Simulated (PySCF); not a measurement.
Compound: Si(vinyl)I3, C₂H₃I₃Si.
Bonds: Si1–C2, Si1–I7, Si1–I8, Si1–I9, C2–C3. Hydrogens: H4 on C2; H5, H6 on C3.

Computed by this run: PBE0-D3(BJ)/def2-SVP geometry optimisation, gas phase, def2 core potentials past Kr in PySCF; density fitting, grid level 1; the optimiser is geomeTRIC in internal coordinates, started from a GFN2-xTB structure with every atom displaced at random (about 0.03 Å).

Geometry at step 8:
```
atom  x, y, z in Å
Si1    -0.0609    0.3306   -1.1273
C2     -0.0549    0.4004    0.7322
C3      0.1630   -0.6983    1.4643
H4     -0.2529    1.3669    1.2115
H5      0.3031   -1.6834    1.0097
H6      0.1614   -0.6624    2.5599
I7      2.2376    0.4971   -1.9652
I8     -1.4193    2.1827   -1.9481
I9     -0.9443   -1.8031   -1.9627
```

Q: Give the atomic forces at this geometry.

A: 
```tsv
atom	Fx (eV/Å)	Fy (eV/Å)	Fz (eV/Å)
Si1	0.077	-0.016	-0.038
C2	-0.054	-0.326	-0.077
C3	-0.216	0.179	0.165
H4	0.112	0.007	-0.022
H5	0.082	-0.036	-0.031
H6	0.049	-0.006	-0.023
I7	-0.010	0.113	-0.004
I8	-0.002	0.012	-0.038
I9	-0.038	0.073	0.067
```

The largest, 0.34 eV/Å, acts on C2; the rms over all components is 0.102 eV/Å. The forces sum to zero within rounding, as they must for an isolated molecule in no field.

Q: Give the force on C2 in Eh/bohr and in nN.

A: 0.339 eV/Å ÷ 51.422 = 0.00659 Eh/bohr, and 0.339 eV/Å × 1.602 = 0.54 nN.

Q: How far is this geometry from the end of the optimisation?

A: 0.063 eV above it, and 0.406 Å rms away after alignment. The bonds farthest from their final lengths, with half the difference of the two atoms' forces along the bond (positive lengthens):

| bond | now (Å) | final (Å) | force along bond (eV/Å) |
| --- | --- | --- | --- |
| Si1–I9 | 2.456 | 2.444 | -0.04 |
| Si1–I8 | 2.439 | 2.446 | +0.03 |
| Si1–I7 | 2.452 | 2.446 | -0.04 |
| Si1–C2 | 1.861 | 1.854 | -0.03 |
| C2–C3 | 1.338 | 1.336 | -0.15 |

The angle farthest from its final value is Si1–C2–C3, 121.1° against 125.1°.

What follows is the cost of the whole optimisation. The run took 5.0 min wall on Arm Neoverse V2, one thread, no GPU, on a shared host, and the process peaked at 0.59 GiB of memory.
